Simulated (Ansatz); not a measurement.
H4Si2, SMILES `[SiH][SiH3]` (lower singlet) (charge 0, multiplicity 1). This singlet lies 0.59 eV below the relaxed triplet at the level composite: frozen-core CCSD(T) with HF/cc-pVQZ and the correlation energy extrapolated as X^-3 from cc-pVTZ and cc-pVQZ, plus CCSDT(Q) minus CCSD(T) in cc-pVDZ // PBE0-D3(BJ)/def2-TZVP (Ansatz, a program for electronic structure).

Cartesian coordinates (Å):
```xyz
6

Si     1.6692     0.8381     0.2371
Si    -0.5744     0.0952    -0.0508
H      2.1118    -0.6059     0.0116
H     -0.8564    -0.7492     1.1521
H     -1.5947     1.1787    -0.0887
H     -0.7555    -0.7570    -1.2614
```
Charge 0, spin multiplicity 1.

Frozen-core energies in cc-pVTZ from Ansatz at a geometry from PBE0-D3(BJ)/def2-TZVP; the HF reference has <S^2> = 0.00 (restricted, and unstable towards unrestricted orbitals) and the T1 diagnostic is 0.015.

```tsv
level	energy (Ha)
HF	-580.14128
MP2	-580.37325
CCSD	-580.42037
```

**Question.** Estimate the energies of CCSD(T), CCSDT and CCSDT(Q), and give each level's difference from CCSDT(Q).

**Answer.** 
| level | energy (Ha) | difference from CCSDT(Q) (mHa) |
|---|---|---|
| MP2 | -580.37325 | 58.82 |
| CCSD | -580.42037 | 11.69 |
| CCSD(T) | -580.43005 | 2.01 |
| CCSDT | -580.43157 | 0.49 |
| CCSDT(Q) | -580.43206 | 0.00 |
